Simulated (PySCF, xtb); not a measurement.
C2H6FIn, SMILES [CH3][In]([F])[CH3].

GFN2-xTB (xtb) at its own geometry gives an orbital gap of 3.31 eV and a dipole moment of 4.76 D.

Coordinates come from a r2SCAN-D4/def2-SVP optimisation. The structure was generated by enumeration; whether it is a known compound was not checked. The def2 effective core potentials stand for the cores of In; spin–orbit coupling is left out.

Question: What does B3LYP/def2-TZVP (PySCF) give? (An estimate is asked for; the answer gives what the named calculation found.)

Answer: gap 6.15 eV (levels -7.49 and -1.34 eV), dipole 3.64 D.
